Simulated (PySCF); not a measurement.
## Cu²⁺ (copper, charge +2) across methods

[Ar] 3d8 4p1, one real determinant (an excited configuration). All numbers are calculated (PySCF 2.14, scalar relativity by spin-free X2C-1e, in aug-cc-pwCVTZ-DK with one added diffuse shell each of s, p, d, f, g type (11s10p8d5f4g, 152 functions)).

```csv
method,E (hartree),mean ε 3d α (eV),mean ε 3d β (eV),mean ε 4p α (eV),Σ⟨r²⟩ (bohr²),⟨S²⟩
r2SCAN,-1653.180,-39.455,-37.517,-18.883,20.64,3.751
PBE0,-1652.962,-42.191,-39.989,-19.443,20.73,3.751
PBE,-1652.939,-38.932,-36.928,-18.712,20.73,3.750
LDA,-1650.259,-39.261,-37.054,-18.780,20.66,3.750
UHF,-1651.80209,-51.084,-48.184,-21.111,21.01,3.752
```

⟨L²⟩ = 14.02 against 20 for a pure G term, so this real determinant mixes terms.
